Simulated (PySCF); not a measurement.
MgCl, SMILES [Mg][Cl], multiplicity 2. Geometry optimised at B3LYP-D3(BJ)/def2-TZVPD. The spin state was assumed, not searched.

Computed with B3LYP-D3(BJ)/def2-TZVPD run with PySCF.

Harmonic wavenumbers (cm⁻¹): 442. Rotational constants (GHz): 7.091 (linear); symmetry number 1.

Q: Work out the zero-point energy and the ideal-gas rigid-rotor harmonic-oscillator thermochemistry at 298.15 K and 1 atm.

A: ZPE = ½ Σ hcν = ½ × 442 cm⁻¹ = 2.64 kJ/mol. H − E(el) = 12.03 kJ/mol. Entropy in J/(mol K): translation 159.76, rotation 64.65, vibration 3.44, spin 5.76, total 233.61. G − E(el) = -57.62 kJ/mol. Cp = 34.87 J/(mol K).
